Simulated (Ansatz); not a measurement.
Cd12H30S12, a nanocrystal cut from wurtzite CdS (hydrogen-capped). Total charge 0; singlet. Geometry r2SCAN-D4/def2-SVP; atoms count from 1.

```xyz
54

Cd    0.299    3.648    4.110
S    -1.272    4.729    1.682
Cd    1.611    0.700    4.083
S     0.208   -2.012    4.112
S     0.367    1.391    2.114
Cd   -1.761   -0.049    1.968
Cd   -2.093    3.850   -0.913
S    -2.927    1.510   -0.095
Cd   -0.741   -3.941    1.935
S    -1.371   -2.105    0.475
Cd   -3.585   -4.149    0.431
Cd   -3.709    0.626   -2.429
S    -4.596   -1.904   -1.430
S     3.889   -0.441    2.391
Cd    2.072    1.624    0.204
S     0.250    2.888   -1.564
Cd    4.016   -1.906   -0.287
S     2.062   -4.031    0.725
S     2.205   -0.549   -1.168
Cd    0.207   -2.120   -1.558
Cd   -0.408    2.060   -3.956
S    -1.301   -0.211   -3.017
Cd    4.396   -0.662   -3.235
S     2.196    1.043   -4.567
H    -1.092    3.143    4.928
H     1.759    4.356    3.631
H    -2.455    5.251    2.088
H    -0.796    5.946    1.328
H     2.350    0.656    5.583
H    -1.020   -1.416    4.162
H     0.111   -2.541    5.354
H    -2.764   -0.194    3.360
H    -2.964    5.125   -1.598
H    -4.130    1.880    0.403
H    -0.726   -5.368    2.807
H    -4.409   -3.552    1.783
H    -2.963   -5.083   -0.835
H    -4.929    1.196   -3.447
H    -5.841   -1.533   -1.048
H    -5.050   -2.420   -2.597
H     5.077   -0.410    3.040
H     4.079    0.766    1.778
H     3.513    2.533    0.457
H     0.859    4.046   -1.909
H     5.452   -2.743   -0.098
H     2.618   -5.265    0.777
H     1.553   -4.205   -0.531
H     0.445   -3.595   -2.415
H    -0.910    2.945   -5.304
H    -1.577   -0.827   -4.190
H     5.259    0.681   -2.678
H     3.883   -2.100   -3.963
H     2.730    2.180   -5.073
H     1.926    0.557   -5.802
```

In the def2 sets Cd takes a core potential; there is no spin–orbit coupling. Single mean-field runs in def2-TZVP are fitted with def2-universal-jkfit.

Question: Estimate the Mulliken populations of the heavy atoms from the PBE0/def2-TZVP orbitals of Ansatz.

Answer: 
```tsv
atom	charge (e)	d electrons
Cd1	0.27	9.95
S2	-0.29	–
Cd3	0.51	9.97
S4	-0.35	–
S5	-0.83	–
Cd6	0.56	9.99
Cd7	0.51	9.98
S8	-0.63	–
Cd9	0.51	9.97
S10	-0.83	–
Cd11	0.27	9.95
Cd12	0.51	9.98
S13	-0.29	–
S14	-0.35	–
Cd15	0.56	9.99
S16	-0.63	–
Cd17	0.51	9.97
S18	-0.36	–
S19	-0.83	–
Cd20	0.56	9.99
Cd21	0.51	9.98
S22	-0.63	–
Cd23	0.27	9.95
S24	-0.29	–
```
Mulliken values depend strongly on the basis.

Question: And the Mayer bond orders between heavy atoms (over 0.3)?

Answer: Cd3–S5 0.71 (2.43 Å); S5–Cd6 0.45 (2.57 Å); S5–Cd15 0.45 (2.57 Å); Cd6–S10 0.45 (2.57 Å); Cd7–S8 0.41 (2.62 Å); Cd7–S16 0.42 (2.62 Å); S8–Cd12 0.42 (2.62 Å); Cd9–S10 0.71 (2.43 Å); S10–Cd20 0.45 (2.57 Å); Cd12–S22 0.41 (2.62 Å); Cd15–S19 0.45 (2.57 Å); S16–Cd21 0.41 (2.62 Å); Cd17–S19 0.71 (2.43 Å); S19–Cd20 0.45 (2.57 Å); Cd21–S22 0.42 (2.62 Å).
